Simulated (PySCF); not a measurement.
PySCF input file for C₃H₁₁NSi₂, SMILES [C@@H]1([SiH3])CCN1[SiH3], SMD-M06-2X/6-31G*. Geometry optimised at r2SCAN-D4/def2-SVP. The structure was generated by enumeration; whether it is a known compound was not checked.

```python
import numpy as np
from pyscf import gto, scf, dft
from pyscf.solvent import smd

mol = gto.M(
    atom='''
    Si   -2.00149788   -0.56972313    0.59963182
    C    -0.53814097    0.61942359    0.37051037
    C    -0.63461952    1.65101345   -0.79240387
    C     0.71723233    1.09814785   -1.29409461
    N     0.62937701    0.00309115   -0.31317351
    Si    1.91077078   -0.97281095    0.33591993
    H    -3.16419396    0.14841549    1.21230825
    H    -1.62324020   -1.71077897    1.48665026
    H    -2.40249088   -1.09798190   -0.73883684
    H    -0.27758571    1.11663673    1.33022108
    H    -1.46752208    1.46627437   -1.48877360
    H    -0.64975939    2.70882116   -0.49353075
    H     1.56417920    1.79472372   -1.12518537
    H     0.75268410    0.76527549   -2.34724572
    H     1.30090510   -2.07680851    1.13355457
    H     2.69585032   -1.51784851   -0.81140913
    H     2.86888287   -0.23439933    1.23266583
    ''',
    basis='6-31G*',
    charge=0,
    spin=0,
    max_memory=1600,
    verbose=3,
)
mf = dft.RKS(mol, xc='m06-2x').density_fit(auxbasis='def2-universal-jkfit')
mf.grids.level = 4
mf.conv_tol = 1e-9
mf.max_cycle = 100
mf.kernel()
res = {}
for name in ['water', 'methanol', 'tetrahydrofuran']:
    s = mf.SMD()
    s.with_solvent.solvent, s.with_solvent.sasa_ng = name, 194
    s.kernel(mf.make_rdm1())
    res[name] = (s.e_tot, s.with_solvent.get_cds(), s.dip_moment(), s.mo_energy, s.converged)
    print(f'SMD {name}: dG(solv) = {(s.e_tot - mf.e_tot) * 627.509474:.3f} kcal/mol, of which CDS {res[name][1] * 627.509474:.3f}')
```

Program output:

```
converged SCF energy = -754.450407823115
converged SCF energy = -754.446656152679
Dipole moment(X, Y, Z, Debye): -0.02591,  1.98349, -0.27739
SMD water: dG(solv) = 2.354 kcal/mol, of which CDS 4.200
converged SCF energy = -754.454717856031
Dipole moment(X, Y, Z, Debye): -0.02752,  1.96237, -0.28199
SMD methanol: dG(solv) = -2.705 kcal/mol, of which CDS -0.919
converged SCF energy = -754.454194298489
Dipole moment(X, Y, Z, Debye): -0.03410,  1.85539, -0.29939
SMD tetrahydrofuran: dG(solv) = -2.376 kcal/mol, of which CDS -0.906
```

Self-consistency was reached.

Cost: very roughly 3.0 core-minutes.
